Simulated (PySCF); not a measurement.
Correlation energy of Ti²⁺ (titanium, charge +2)

[Ar] 3d2, high-spin 3F determinant. Computed with PySCF 2.14 in x2c-TZVPPall, with scalar relativity by spin-free X2C-1e. Frozen: [Ar]; 2 electrons correlated.

With two correlated electrons CCSD is exact within the correlated space (frozen core and kept virtual orbitals).

| level | correlation energy (mhartree) |
| --- | --- |
| CCSD | -5.55 |

Diagnostics: T1 = 0.0021, D1 = 0.0030, largest double amplitude 0.020.

Is a single reference adequate?

Yes: T1 lies below 0.03 and no double amplitude reaches 0.07.
